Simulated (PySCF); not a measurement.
Level of theory: PySCF with PBE-D3(BJ)/def2-TZVP // CAM-B3LYP-D3(BJ)/def2-TZVP. Gas-phase values, no solvent. 

Reference species (SMILES): `[Cl][Ge]([Cl])([Cl])[Cl]` (neutral, multiplicity 1).

```json
{
 "HOMO": "-8.20 eV",
 "HOMO–LUMO gap": "4.99 eV"
}
```

Changed species: `[GeH4]` (4 of 4 Cl replaced by H; the reference has 0 of 4 Cl replaced by H).

Question: Give the shifts of the HOMO and HOMO–LUMO gap.

Answer: the HOMO decreases by 0.16 eV, to -8.36 eV; the HOMO–LUMO gap rises by 3.59 eV, to 8.58 eV.
